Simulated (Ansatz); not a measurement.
A structure drawn as `N[SiH]([O])F`, with this starting geometry:

Cartesian coordinates in Å:
```
N -0.600 -0.429 -0.849
Si 0.237 0.074 0.570
O -0.908 0.478 1.755
F 1.230 -1.106 1.154
H 0.129 -0.662 -1.625
H -1.168 0.375 -1.268
H 1.080 1.270 0.264
```

The species carries charge 0 and has multiplicity 2.

Q: Does it keep its bonds when Ansatz relaxes it at PBE-D4/def2-SVP and then PBE0-D4/def2-TZVP?

A: Yes, every drawn bond is still there and no new one forms.

Q: Give the relaxed structure. (Best estimate.)

A: Computed: 
Z-matrix (Å, degrees):
```
Si
O 1 1.624
F 1 1.587 2 112.0
N 1 1.714 2 99.6 3 116.7
H 1 1.473 2 116.2 3 -124.2
H 4 1.010 1 119.3 2 -54.9
H 4 1.009 1 119.8 2 88.6
```
No frequency check was run.

Atoms count as bonded under 1.1 times the sum of their covalent radii (H–H under 0.85 Å, pairs among N, O and F under 1.55 Å), and a drawn bond as lost past 1.3 times.
